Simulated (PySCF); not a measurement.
Relaxation of singlet GeF₂

Computed with PBE0 in PySCF with Ge def2-TZVP, F def2-TZVP; no relativity; density-fitted integrals. A (50,194) grid was used.

A start displaced from a saddle point along its imaginary mode, of C2v symmetry, held to at least that symmetry:

Coordinates in bohr (charge 0 multiplicity 1):
```
Ge   -0.0096   -0.1162    0.0000
F     0.0186    0.2260    3.4606
F     0.0186    0.2260   -3.4606
```

(1) What forces act on the atoms at the start (eV/Å)?

(2) What does it relax to?

(3) How much energy is released, and in how many steps?

## Answers

(1) 
```tsv
atom	Fx	Fy	Fz
Ge1	-0.07	-0.82	0.00
F2	0.03	0.41	-0.31
F3	0.03	0.41	0.31
```

(2) It ends at C2v with Ge–F 1.745 Å (×2); F–Ge–F 97.2° (after a last refinement on a finer grid). A frequency run shows a minimum.

(3) 169.0 kJ/mol in 9 steps.
